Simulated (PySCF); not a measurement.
From one molecule to another.

First species: C8H8.
SMILES: `C#CC#CCCC=C`

Second species: C8H8.
SMILES: `C#CC=C=CCC=C`

Levels: PBE0/def2-SVPD for dipole moment, HOMO energy, LUMO energy, HOMO–LUMO gap, static isotropic polarisability and electronic spatial extent ⟨r²⟩ about the centre of nuclear charge; TDDFT PBE0/def2-SVPD for lowest singlet excitation; TDA PBE0/def2-SVPD for lowest triplet excitation (Tamm–Dancoff); GFN2-xTB for rotational constant A and rotational constant C. Geometries: GFN2-xTB. All species are isolated and taken at one optimised geometry, non-relativistic unless stated. Electronic properties by PySCF.

Dipoles, sizes and rotational constants follow the conformer. The torsions of the flexible species, by atom-mapped SMILES:
- `[CH:1]#[C:2][C:3]#[C:4][CH2:5][CH2:6][CH:7]=[CH2:8]`: C4–C5–C6–C7 -179°, C5–C6–C7–C8 -118°
- `[CH:1]#[C:2][CH:3]=[C:4]=[CH:5][CH2:6][CH:7]=[CH2:8]`: C4–C5–C6–C7 -114°, C5–C6–C7–C8 -117°

(1) Which of the two has the higher static isotropic polarisability, and by how much?

(2) Which has the higher rotational constant C?

(3) Which of the two has the higher HOMO energy, and by how much?

(4) Which of the two has the higher HOMO–LUMO gap, and by how much?

(5) Which of the two has the higher LUMO energy, and by how much?

(6) Which has the higher ⟨r²⟩?

(7) Which of the two has the higher T1 energy, and by how much?

(8) Which of the two has the higher S1 energy, and by how much?

## Answers

(1) The second: 104.5 au against 103.0 au, a difference of 1.5 au.

(2) The second: 0.667 GHz against 0.601 GHz, a difference of 0.066 GHz.

(3) The second: -6.98 eV against -7.15 eV, a difference of 0.17 eV.

(4) The first: 6.63 eV against 6.22 eV, a difference of 0.41 eV.

(5) The first: -0.52 eV against -0.76 eV, a difference of 0.24 eV.

(6) The first: 1797 bohr² against 1652 bohr², a difference of 145 bohr².

(7) The first: 3.81 eV against 3.62 eV, a difference of 0.19 eV.

(8) The second: 5.24 eV against 4.77 eV, a difference of 0.47 eV.

On the first: The polarisability is 15.26 Å³ as a volume (1 au = 0.148185 Å³), or 1.84 au for each of the 56 electrons. S1 lies 1.86 eV below the HOMO–LUMO gap.

On the second: The vertical singlet–triplet gap S1 − T1 is 1.62 eV (TDDFT singlet less Tamm–Dancoff triplet; S1: HOMO−1→LUMO, weight 0.40, beside HOMO→LUMO+1, weight 0.29; T1: HOMO→LUMO, weight 0.89). The principal polarisabilities are 64.4, 76.5 and 172.4 au; their mean is the isotropic value.
